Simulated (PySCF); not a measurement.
Molecule: TMS-CH2F (C[Si](C)(C)CF, C4H11FSi).

Atoms are numbered as in `[CH3:1][Si:2]([CH3:3])([CH3:4])[CH2:5][F:6]`. Each H is labelled by its parent atom.

Geometry PBE0-D3(BJ)/def2-SVP throughout; GIAO in PySCF 2.14.0 with density-fitted response routines, gas phase, one conformer, non-relativistic; equivalent atoms averaged; functional PBE0.

For orientation, aug-cc-pVDZ gives these absolute shieldings σ: C5 118.8, C1/C3/C4 199.0, Si2 417.9, F6 472.2, H(C5) 26.99, H(C1)/H(C3)/H(C4) 31.31 ppm.

A run gave: C5 105.0, C1/C3/C4 188.3, Si2 353.6, F6 477.9, H(C5) 26.97, H(C1)/H(C3)/H(C4) 31.20 ppm (absolute shieldings σ).

Which basis set was used in that run?
A. cc-pVDZ
B. pcSseg-1
C. STO-3G
D. 6-311+G(2d,p)

## Answers

B. Si2 tells them apart best: pcSseg-1 gives 353.6, cc-pVDZ gives 418.9, STO-3G gives 526.7, 6-311+G(2d,p) gives 346.4 ppm.
